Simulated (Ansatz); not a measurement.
Computed with Ansatz on PBE0-D4/def2-TZVP structures; ΔE is electronic, products minus reactants. CCSD(T)/CBS adds triple-zeta CCSD(T) − MP2 to the extrapolated MP2 energy (def2 sets, frozen cores). This one scheme is used for every species, atoms too. DFT in def2-TZVPP. HSE06 is defined as in plane-wave codes. No spin–orbit coupling; open shells (•) take unrestricted orbitals. Spin–orbit coupling would lower the free atoms: a little for C, S, Si. Each species was taken in one conformer, which may not be the lowest.

`[SiH3]C[SiH2]C=S` → 2 C• + 8 H• + S• + 2 Si•  (atomization)

```csv
level,ΔE (kJ/mol),difference from CCSD(T)/CBS
revPBE-D4,4352.2,-53.0
BLYP-D4,4367.6,-37.6
r2SCAN-D4,4406.4,1.2
CAM-B3LYP-D4,4402.1,-3.1
ωB97M-V,4416.8,11.6
PBE,4393.6,-11.6
HSE06,4360.7,-44.5
HF/def2-TZVPP,3267.7,-1137.5
SCS-MP2/def2-TZVPP,4324.0,-81.2
HF/def2-QZVPP,3273.9,-1131.3
CCSD(T)/CBS,4405.2,0
```

Question: What do rigid-rotor, harmonic-oscillator terms from PBE0-D4/def2-TZVP frequencies (298.15 K, 1 bar) make of the CCSD(T)/CBS value? (Best estimate.)

Answer: Ansatz gave: ΔZPE = -224.2 kJ/mol, ΔH = +4236.7 kJ/mol, ΔS = 1356 J/(mol·K), ΔG = +3832.4 kJ/mol. Open shells count their whole term as degenerate. Modes under 50 cm⁻¹ make the entropy rough.

Largest T1 diagnostic among the species: 0.014.

From PBE to PBE0 (25 % exact exchange), in def2-TZVPP and without D4, ΔE moves by −37.1 kJ/mol: exact exchange takes away binding that semilocal exchange gives to molecules. In def2-TZVPP, CCSD(T) changes the Hartree–Fock value by +1024.1 kJ/mol (the triples alone add +62.5 kJ/mol) and MP2 by +1044.9 kJ/mol; breaking electron pairs costs correlation energy, which Hartree–Fock lacks.

For atomizations the MP2-based limit and the directly extrapolated one differ by several kJ/mol either way, and by 10 to 25 for some Ge, Se and Sn compounds, so smaller differences from it don't rank the levels.
